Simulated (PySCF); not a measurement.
Excitation energy of B by level of theory

B [He] 2s2 2p1 (2P) → B [He] 2s2 3s1 (2S), as a difference of total energies. Computed with PySCF 2.14 in aug-cc-pCVTZ-DK (7s6p4d2f, 59 functions), with the spin-free X2C one-electron Hamiltonian (Gaussian nucleus). Correlated levels: valence: 1s2 frozen; valence and next inner shell: nothing frozen. The calculations carry no spin-orbit coupling.

```csv
method,excitation energy (eV)
UHF,5.036
LDA,5.297
PBE,5.298
PBE0,5.309
r2SCAN,5.536
PBEsol,5.234
M06,5.189
BP86,5.326
B97-3,5.381
MP2 (valence),5.104
SCS-MP2 (valence),5.089
MP2 (valence and next inner shell),5.111
SCS-MP2 (valence and next inner shell),5.090
```

Errors of the correlated levels include the incompleteness of this basis and the frozen core.

The promoted electron is Rydberg-like, and one or two diffuse shells describe it only roughly, which tends to raise the upper state.

Task: Which method comes closest to the reference value, and which is furthest?

Result: The reference is 4.963 eV (measured; NIST levels, between the centres of gravity of the two terms). Closest: UHF (error 0.073 eV); furthest: r2SCAN (error 0.573 eV).
